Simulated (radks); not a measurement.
Problem. Tl2+, 79 electrons, occupied as [Kr] 4d10 4f14 5s2 5p5 5d10 6s1 6p1 (not the ground configuration). Method: Dirac Kohn-Sham, revPBE, spin-unpolarised, spherical densities, finite nucleus; open shells fill j = l - 1/2 first; Fermi nuclear charge, rms radius 5.4759 fm; computed with a radial shooting solver on a logarithmic mesh with Libxc functionals. Some entries of the table are withheld. Estimate them.

orbital  occ.  eigenvalue (eV)  <1/r> (bohr^-1)
1s1/2       2        -85461.66            99.36
2s1/2       2        -15226.11            24.53
2p1/2       2              (1)              (2)
2p3/2       4              (3)              (4)
3s1/2       2        -3653.809              (5)
3p1/2       2              (6)            8.912
3p3/2       4              (7)            7.659
3d3/2       4        -2467.341              (8)
3d5/2       6        -2369.268              (9)
4s1/2       2        -835.6357            3.817
4p1/2       2             (10)            3.708
4p3/2       4             (11)            3.274
4d3/2       4        -412.4918            3.075
4d5/2       6        -391.6547            2.977
5s1/2       2        -155.3834            1.578
4f5/2       6        -142.1077            2.627
4f7/2       8        -137.5001            2.589
5p1/2       2        -115.4621            1.456
5p3/2       3         -94.8827            1.298
5d3/2       4         -39.6649            1.016
5d5/2       6         -37.2354           0.9795
6s1/2       1         -27.6646           0.5860
6p1/2       1         -19.1641           0.4892
6p3/2       0         -16.9325           0.4393

Solution. 
(1) 2p1/2 eigenvalue (eV): -14621.45
(2) 2p1/2 <1/r> (bohr^-1): 24.49
(3) 2p3/2 eigenvalue (eV): -12556.07
(4) 2p3/2 <1/r> (bohr^-1): 19.69
(5) 3s1/2 <1/r> (bohr^-1): 8.998
(6) 3p1/2 eigenvalue (eV): -3379.996
(7) 3p3/2 eigenvalue (eV): -2920.824
(8) 3d3/2 <1/r> (bohr^-1): 7.558
(9) 3d5/2 <1/r> (bohr^-1): 7.276
(10) 4p1/2 eigenvalue (eV): -717.4320
(11) 4p3/2 eigenvalue (eV): -605.8029
